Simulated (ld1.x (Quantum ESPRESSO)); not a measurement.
Cutoff test, In, TM

```
Element                 : In
Generator               : ld1.x (Quantum ESPRESSO) 7.5
Type                    : norm-conserving Troullier–Martins (Kleinman–Bylander form)
Functional              : PBE
Relativity              : scalar-relativistic
Frozen core             : [Kr] 4d10
Valence charge          : 3
Reference configuration : 5s2 5p1
Partial waves           : 5s (bound): rc 1.75 bohr; 5p (bound): rc 2.15 bohr
Local potential         : all-electron potential smoothed inside 1.95 bohr (lloc = -1)
Core correction         : none
```

The pseudo-atom Hamiltonian at the reference potential is diagonalised in spherical Bessel functions j_l(qr) that vanish at 20 bohr, with q² up to the cutoff. All-electron valence levels (Ry): 5s -0.6035, 5p -0.1851.

How do the lowest levels (Ry) of each channel move with the cutoff, and are there ghosts?

```
cutoff (Ry)     s #1     p #1    d #1    f #1  Σ f·Δε (mRy)
          8  -0.5917  -0.1831  0.0326  0.0989          25.7
         15  -0.6004  -0.1843  0.0277  0.0989           7.1
         21  -0.6008  -0.1847  0.0261  0.0989           6.0
         35  -0.6017  -0.1850  0.0258  0.0989           3.8
         45  -0.6027  -0.1851  0.0258  0.0989           1.6
         60  -0.6032  -0.1851  0.0258  0.0989           0.6
        400  -0.6035  -0.1851  0.0258  0.0989           0.0
```

Result: ghost state, extra bound levels that the all-electron valence spectrum of the same l lacks: s at -7.0 eV (a true bound ghost makes a file unfit for plane-wave use); 10 mRy is reached at 12 Ry and 1 mRy at 50 Ry.

3 of 7 tests not solved or not reliable.
